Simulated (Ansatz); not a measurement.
A made-up structure of AlBSiH$_{3}$O (charge +1), closed shell:

| atom | x (Å) | y (Å) | z (Å) |
| --- | --- | --- | --- |
| B1 | -2.1746 | -1.8745 | -0.7403 |
| Si2 | -0.7942 | -0.8389 | -0.3706 |
| O3 | 0.3107 | 0.2215 | 0.0765 |
| Al4 | 1.6409 | 1.4637 | 0.5906 |
| H5 | -3.1465 | -2.7250 | -1.0795 |
| H6 | 2.3581 | 1.0223 | 2.1125 |
| H7 | 1.8056 | 2.7308 | -0.5892 |

It is relaxed with PBE-D4/def2-SVP and then PBE0-D4/def2-TZVP (Ansatz 0.2.0). Atoms count as bonded within 1.22 times the sum of their covalent radii (H–H: 0.88 Å). The end point is not checked to be a true minimum.

(1) Does its bonding change? (A judgement: the text doesn't fix the answer.)

## Answers

(1) The calculation gives: No: no bond forms or breaks.

Where it ends: The first stage lowers the energy by 1.67 eV in 13 steps. It ends as AlBSiH₃O ([BH][Si][O][AlH2]), total charge +1:
```xyz
7
angstrom
B -2.1686 -1.4833 -0.4936
Si -0.0661 -1.2884 -0.8044
O 0.5257 -0.0103 -0.1152
Al 1.4046 1.3575 0.5716
H -3.0777 -2.2078 -0.7657
H 1.9396 1.0515 2.0082
H 1.4424 2.5807 -0.4009
```

Labels in which every atom is bracketed show which atoms are joined, not bond orders.

For scale, one of the runs: PBE0-D4/def2-TZVP relaxation, 154 basis functions, launched by `ansatz run in.yaml --threads 2 --pin off --events-out ev --progress --plain --max-ram 4352MiB`. The run took about 35 s on 2 CPU threads of an Arm Neoverse V1 (shared host).
